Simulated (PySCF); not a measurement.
C₃H₄O₂Si, SMILES O1C([SiH2]C1=O)=C.

Geometry optimised at PBE0-D3(BJ)/def2-SVP. The structure was generated by enumeration, and PubChem lists no compound with its InChIKey, so it may never have been made.

All values below come from PBE/def2-TZVP (PySCF).

Symmetry labels are those of the subgroup Cs that the program uses (full group Cs).

List the valence orbital energies around the gap with their symmetry. (The exact figures need the calculation; the answer reports its results.)


```json
[
 {"orbital": "HOMO−7", "symmetry": "A'", "energy (eV)": "-11.68"},
 {"orbital": "HOMO−6", "symmetry": "A'", "energy (eV)": "-10.55"},
 {"orbital": "HOMO−5", "symmetry": "A'", "energy (eV)": "-9.69"},
 {"orbital": "HOMO−4", "symmetry": "A\"", "energy (eV)": "-9.32"},
 {"orbital": "HOMO−3", "symmetry": "A\"", "energy (eV)": "-9.07"},
 {"orbital": "HOMO−2", "symmetry": "A'", "energy (eV)": "-8.04"},
 {"orbital": "HOMO−1", "symmetry": "A'", "energy (eV)": "-6.47"},
 {"orbital": "HOMO", "symmetry": "A\"", "energy (eV)": "-6.44"},
 {"orbital": "LUMO", "symmetry": "A\"", "energy (eV)": "-2.19"},
 {"orbital": "LUMO+1", "symmetry": "A'", "energy (eV)": "-1.62"},
 {"orbital": "LUMO+2", "symmetry": "A\"", "energy (eV)": "-1.45"},
 {"orbital": "LUMO+3", "symmetry": "A'", "energy (eV)": "-0.13"}
]
```
